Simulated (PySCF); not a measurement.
**Unknowns**

PySCF 2.14 calculation with GFN2-xTB structure and GIAO PBE0/pcSseg-1 shieldings; gas phase, fast rotation and ring inversion assumed for equivalent nuclei, non-relativistic Hamiltonian, a single conformation.

Referencing at the same level of theory: 1H and 13C vs TMS. Splittings of carbon signals by F and P are missing where no couplings were computed. Where no couplings were computed, multiplicities follow the n + 1 count of equivalent neighbours, and m marks all less simple cases (inequivalent or close neighbours, rings, F or P nearby). Shifts are as computed. Against solution values, carbons near 30 ppm lie about +3 ppm off and those near 130 ppm about +5 ppm. Of 1211 compounds with measured shifts, 218 miss one by over three times the rms of a fit or turn the order of signals round; such compounds aren't used in these exercises.

Q: C₇H₁₅OP. 1H NMR (500 MHz, computed): δ 7.17 (m, 1H), 2.12 (m, 1H), 1.99 (m, 1H), 1.73 (m, 1H), 1.70 (m, 1H), 1.42 (m, 1H), 1.04 (m, 1H), 1.01 (m, 3H), 0.94 (d, 3H), 0.88 (m, 1H), 0.66 (m, 1H). 13C{1H} NMR (computed): δ 42.7 (CH), 41.8 (CH2), 37.7 (CH), 34.2 (CH2), 33.9 (CH2), 25.0 (CH3), 22.5 (CH3). Identify the compound.

A: `C[C@@H]1CC[P@@H](=O)C[C@H]1C`. 7 carbon signals for 7 carbons: no two carbons are equivalent. Carbon types of the structure: 2 × CH, 3 × CH2, 2 × CH3, leaving 1 H on heteroatoms. δC 42.7, 37.7: sp3 CH in a ring; aliphatic region, no heteroatom directly attached. δC 34.2: sp3 CH2 in a ring; aliphatic region, no heteroatom directly attached. δC 25.0, 22.5: methyl carbon; aliphatic region, no heteroatom directly attached. δH 1.01, 0.94: hydrogen on a methyl carbon; far from electronegative atoms and π systems.

The shifts were computed for this structure.

Q: C₇H₁₅OP. 1H NMR (500 MHz, computed): δ 2.89 (m, 1H), 2.31 (m, 1H), 2.18 (m, 1H), 2.03 (m, 1H), 1.50 (m, 1H), 1.28 (m, 3H), 1.25 (m, 3H), 1.21 (m, 3H), 0.79 (m, 1H). 13C{1H} NMR (computed): δ 52.3 (CH), 35.2 (CH2), 29.9 (CH), 20.1 (CH2), 17.9 (CH3), 16.4 (CH3), 16.2 (CH3). What is it?

A: `[P@]1(C(C)C)(=O)CC[C@H]1C`. 7 carbon signals for 7 carbons: no two carbons are equivalent. Carbon types of the structure: 2 × CH, 2 × CH2, 3 × CH3, which accounts for all hydrogens. δC 35.2: sp3 CH2 bonded to P. δC 20.1: sp3 CH2 in a ring; aliphatic region, no heteroatom directly attached. δC 17.9, 16.4, 16.2: methyl carbon; saturated and bonded to C and H only. δH 2.31, 2.18: hydrogen on an sp3 CH2 bonded to P.

The data come from this structure; uniqueness wasn't tested.
